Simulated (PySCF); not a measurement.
Atomic charges by several schemes

Species: C4H12O2Si2.
Geometry (GFN2-xTB, Å), atoms numbered from 1 in this order:
```
atom  x, y, z in Å
C1    -1.271    0.493    1.918
C2    -1.546    0.266    0.644
C3    -2.651   -0.630    0.184
C4    -0.744    0.900   -0.465
O5    -0.280   -0.087   -1.352
Si6    1.184   -0.293   -1.998
O7     2.367   -0.079   -0.909
Si8    3.034   -0.221    0.558
H9    -1.851    0.046    2.708
H10   -0.467    1.140    2.224
H11   -3.131   -1.124    1.024
H12   -2.248   -1.379   -0.496
H13   -3.396   -0.053   -0.363
H14   -1.383    1.591   -1.034
H15    0.095    1.467   -0.047
H16    1.520    0.705   -3.009
H17    1.101   -1.680   -2.416
H18    1.999   -0.097    1.586
H19    3.679   -1.531    0.623
H20    3.985    0.887    0.615
```

Density: PBE0/pcSseg-1 (PySCF); schemes: Mulliken, IAO, Hirshfeld and ESP-fitted. Isolated species at its GFN2-xTB geometry (one conformer only). GFN2-xTB frequencies show an imaginary mode (39i cm⁻¹), so this geometry is no minimum at that level.

Problem. What partial charge does each atom carry?

Solution. In e:

```csv
atom,environment,Mulliken,IAO,Hirshfeld,ESP-fitted
C1,terminal =CH2 carbon,-0.054,-0.336,-0.112,-0.643
C2,fully substituted alkene carbon,-0.477,+0.029,+0.012,+0.346
C3,allylic carbon,-0.147,-0.428,-0.121,-0.444
C4,sp3 carbon bound to oxygen,+0.181,-0.049,+0.013,-0.227
O5,silyl ether oxygen,-0.648,-0.650,-0.218,-0.292
Si6,oxygen-bound silicon,+1.035,+1.212,+0.452,+0.623
O7,siloxane oxygen,-0.731,-0.891,-0.304,-0.407
Si8,oxygen-bound silicon,+0.729,+0.887,+0.392,+0.576
H9,vinylic hydrogen,+0.103,+0.147,+0.044,+0.224
H10,vinylic hydrogen,+0.106,+0.143,+0.040,+0.202
H11,methyl hydrogen,+0.111,+0.145,+0.045,+0.134
H12,methyl hydrogen,+0.143,+0.162,+0.042,+0.126
H13,methyl hydrogen,+0.120,+0.148,+0.045,+0.123
H14,methylene hydrogen,+0.122,+0.139,+0.042,+0.132
H15,methylene hydrogen,+0.100,+0.123,+0.040,+0.133
H16,Si–H hydrogen,-0.163,-0.177,-0.087,-0.126
H17,Si–H hydrogen,-0.156,-0.164,-0.083,-0.121
H18,Si–H hydrogen,-0.130,-0.150,-0.080,-0.105
H19,Si–H hydrogen,-0.119,-0.147,-0.080,-0.119
H20,Si–H hydrogen,-0.123,-0.144,-0.082,-0.134
```

Mean size of the charges over all atoms: IAO 0.314 e, Mulliken 0.275 e, ESP-fitted 0.262 e, Hirshfeld 0.117 e. Each set sums to the total charge, 0, to within 0.001 e. The Hirshfeld scheme weights the molecular density at each point by an atom's share of the summed free-atom densities.

Lowest charge. The schemes don't all agree: Mulliken O7 (-0.731); IAO O7 (-0.891); Hirshfeld O7 (-0.304); ESP-fitted C1 (-0.643).

Highest charge. All schemes agree: Mulliken Si6 (+1.035); IAO Si6 (+1.212); Hirshfeld Si6 (+0.452); ESP-fitted Si6 (+0.623).

Problem. Sum the charges by element.

Solution. 
| element | atoms | Mulliken | IAO | Hirshfeld | ESP-fitted |
| --- | --- | --- | --- | --- | --- |
| C | 4 | -0.498 | -0.784 | -0.209 | -0.968 |
| O | 2 | -1.379 | -1.541 | -0.522 | -0.700 |
| Si | 2 | +1.764 | +2.100 | +0.845 | +1.199 |
| H | 12 | +0.112 | +0.225 | -0.114 | +0.468 |

Problem. How closely do the schemes follow one another over all atoms?

Solution. Correlation coefficient and root-mean-square difference: IAO with Hirshfeld 0.99, 0.283 e; Mulliken with Hirshfeld 0.93, 0.239 e; Mulliken with IAO 0.93, 0.167 e; IAO with ESP-fitted 0.88, 0.229 e; Hirshfeld with ESP-fitted 0.86, 0.192 e; Mulliken with ESP-fitted 0.67, 0.294 e.

Problem. How many electrons does the Mulliken scheme count on C3?

Solution. Z − q = 6 − (-0.147) = 6.147.
